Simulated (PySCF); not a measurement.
**Cd²⁺: ionisation energy**

Cd²⁺ [Kr] 4d10 (1S) → Cd³⁺ [Kr] 4d9 (2D), as a difference of total energies. Computed with PySCF 2.14 in x2c-TZVPall, with the spin-free X2C one-electron Hamiltonian (Gaussian nucleus). Correlated levels: valence: [Kr] frozen. The calculations carry no spin-orbit coupling.

| method | ionisation energy (eV) | difference from reference (eV) |
| --- | --- | --- |
| UHF | 35.941 | -1.527 |
| M06-2X | 37.730 | +0.262 |
| M06-L | 37.483 | +0.015 |
| MP2 (valence) | 37.411 | -0.057 |
| SCS-MP2 (valence) | 37.244 | -0.224 |

Reference: 37.468 ± 0.006 eV (measured; NIST Atomic Spectra Database, ionization energies).

The reference lies between the lowest fine-structure levels, while these numbers refer to the centres of the terms.

Errors of the correlated levels include the incompleteness of this basis and the frozen core.
